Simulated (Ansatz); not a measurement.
Cl₅Sb, triplet, geometry from GFN2-xTB (a higher spin typed on purpose: for a closed-shell molecule this is an excited state) (core potentials on Sb); BHLYP/def2-SVP (Ansatz, an electronic-structure program).

The Ansatz input:
Ansatz 0.2 input:
```yaml
crystal:
  periodic: [false, false, false]
  atoms:
    - {symbol: Sb, position_ang: [0.02905786, -0.23381338, -0.16826439]}
    - {symbol: Cl, position_ang: [2.46559877, 0.37644962, -0.60306874]}
    - {symbol: Cl, position_ang: [0.73530109, -1.60977534, 1.85810096]}
    - {symbol: Cl, position_ang: [-0.67630136, 1.13503538, -2.19974878]}
    - {symbol: Cl, position_ang: [-2.40659904, -0.85118957, 0.26142093]}
    - {symbol: Cl, position_ang: [-0.20517304, 1.65092004, 1.18808880]}
basis:
  gaussian:
    orbitals: def2-SVP
hamiltonian:
  xc: {name: BHLYP}
magnetization: {spin_polarized: true, initial_magnetization: 2}
```

Problem. Write the output that Ansatz gives for this input, abridged.

Solution. 
```
Functional definition: BHLYP
1136 factors; integrals over basis functions are off by at most 3.7e-4 eV
mean field evaluation 1: about -69126.2122 eV, gradient 1.9e1 eV
mean field evaluation 2: about -69125.4722 eV, gradient 2.4e1 eV
mean field evaluation 4: about -69128.6211 eV, gradient 9.6e-1 eV
mean field evaluation 8: about -69128.8763 eV, gradient 8.2e-2 eV
mean field evaluation 16: about -69128.8765 eV, gradient 1.2e-3 eV
mean field evaluation 32: about -69128.9093 eV, gradient 3.8e-1 eV
mean field evaluation 64: about -69128.9930 eV, gradient 7.0e-2 eV
mean field evaluation 96: about -69128.8765 eV, gradient 3.2e-6 eV
mean field evaluation 128: about -69128.8887 eV, gradient 6.2e-1 eV
mean field -69128.99476534 eV, -2540.4437003105 hartree, gradient 6.2e-6 eV, S^2 2.031338; 10 other end points of the search recorded, 0 dependent functions left out
reference -69128.99495273 eV, -2540.4437071972 hartree; 55, 53 occupied and 61, 63 virtual orbitals, 1136 factors
Total energy: -69128.99495273 eV, -2540.4437071972 hartree
```
